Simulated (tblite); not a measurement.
Species: C7H11OPS.
Bonds: C1–C2, C2–C3 (triple), C3–P4, P4–O5 (double), P4–C6, C6–C7, C7–S8, S8–C9, C9–C10, P4–C10. Hydrogens: H11, H12, H13 on C1; H14, H15 on C6; H16, H17 on C7; H18, H19 on C9; H20, H21 on C10.

The geometry is computed with GFN2-xTB (gas phase).

Task: What internal coordinates does the optimisation give?

Result: 
| bond | length (Å) | order |
| --- | --- | --- |
| C1–C2 | 1.442 | single |
| C2≡C3 | 1.205 | triple |
| C3–P4 | 1.767 | single |
| P4=O5 | 1.466 | double |
| P4–C6, P4–C10 | 1.840 | single |
| C6–C7, C9–C10 | 1.518 | single |
| C7–S8, S8–C9 | 1.820 | single |
| C1–H11, C1–H12, C1–H13 | 1.090 | single |
| C6–H14, C10–H20 | 1.090 | single |
| C6–H15, C10–H21 | 1.094 | single |
| C7–H16, C9–H19 | 1.092 | single |
| C7–H17, C9–H18 | 1.090 | single |

Bonds in one row agree within 0.01 Å and their mean is given. Orders are formal, as drawn. A selection of angles:
| angle | degrees |
| --- | --- |
| C1–C2–C3 | 178.2 |
| C2–C3–P4 | 175.1 |
| C3–P4–O5 | 115.5 |
| C3–P4–C6 | 104.6 |
| O5–P4–C6 | 113.4 |
| C6–P4–C10 | 104.3 |
| P4–C6–C7 | 107.6 |
| C6–C7–S8 | 111.5 |
| C7–S8–C9 | 99.0 |

Dihedral angles: C3–P4–C6–C7 -170° (antiperiplanar); P4–C6–C7–S8 69° (synclinal); C6–C7–S8–C9 -67° (synclinal); C7–S8–C9–C10 67° (synclinal); S8–C9–C10–P4 -69° (synclinal); C3–P4–C10–C9 170° (antiperiplanar).

Of the pairs four or more bonds apart, O5···H16 is among the closest relative to their van der Waals radii: 2.79 Å, 103 % of the sum of Bondi's values. The C–C distances run from 1.205 Å (C2≡C3, drawn triple) to 1.518 Å (C6–C7, drawn single), a spread of 0.313 Å. P4 (phosphoryl phosphorus) is distorted tetrahedral (angles from 104.3° to 115.5°). The C–P distances run from 1.767 Å (C3–P4, drawn single) to 1.840 Å (P4–C6, drawn single), a spread of 0.073 Å. The 6-membered ring P4–C6–C7–S8–C9–C10 has internal angles of 99.0° to 111.5° (sum 642°, against 720° for a flat polygon); it is puckered, 0.32 Å rms from its mean plane, widest ring torsion 69°. S8 (sulfide sulfur) is bent (angle 99.0°).

Point group: Cs (tolerance 0.08 Å). Its GFN2-xTB frequencies are all real (lowest 28 cm⁻¹). One conformer, not necessarily the lowest.
